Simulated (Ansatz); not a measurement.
Geometry optimisation, RKS PBE-D4/def2-SVP in Ansatz 0.2.0.

Input:

```yaml
crystal:
  periodic: [false, false, false]
  atoms:
    - { symbol: "N", position_ang: [-0.5903, 1.2866, 0.0213] }
    - { symbol: B, position_ang: [-0.3069, -0.1389, -0.2177] }
    - { symbol: "N", position_ang: [0.6883, -0.8323, 0.6529] }
    - { symbol: Cl, position_ang: [-1.0815, -1.0632, -1.5617] }
    - { symbol: H, position_ang: [-0.3534, 1.8377, -0.8726] }
    - { symbol: H, position_ang: [-0.0321, 1.6987, 0.7826] }
    - { symbol: H, position_ang: [0.2678, -1.6487, 1.1102] }
    - { symbol: H, position_ang: [1.5002, -1.1971, 0.0292] }
basis:
  gaussian: { orbitals: def2-SVP }
hamiltonian:
  xc: pbe
  dispersion: d4
relax:
  f_tol: 0.015
  max_steps: 40
output:
  orbitals: {}
```

Run as:

```bash
$ ansatz run input.yaml --threads 1 --pin off --max-ram 2048MiB --backend cpu --events-out ev --progress --plain --runs-dir out
```

Task: Where does it end, and by what steps?

Result: The forces met the threshold. After 10 steps the energy has fallen by 1.089 eV; H8 moved furthest, 1.24 Å.

| step | energy less start (eV) | largest force component (eV/Å) | accepted |
| --- | --- | --- | --- |
| 0 | 0.0000 | 2.254 | yes |
| 1 | -0.3325 | 1.900 | yes |
| 2 | -0.4652 | 1.973 | yes |
| 3 | -0.6586 | 0.742 | yes |
| 4 | -0.7896 | 0.612 | yes |
| 5 | -0.9045 | 0.722 | yes |
| 6 | -0.9984 | 0.678 | yes |
| 7 | -1.0659 | 0.313 | yes |
| 8 | -1.0830 | 0.195 | yes |
| 9 | -1.0887 | 0.022 | yes |
| 10 | -1.0889 | 0.004 | yes |

```xyz
8
Properties=species:S:1:pos:R:3
N -0.210 1.244 -0.185
B -0.247 -0.170 -0.247
N 0.587 -1.035 0.502
Cl -1.449 -0.927 -1.363
H -0.835 1.819 -0.745
H 0.427 1.771 0.409
H 0.521 -2.046 0.417
H 1.298 -0.713 1.157
```

Whether the end is a true minimum wasn't checked by a vibrational analysis.

Run time: 26 s on 1 thread of Intel(R) Xeon(R) Processor @ 2.70GHz, on a shared host, peak memory 0.13 GiB.
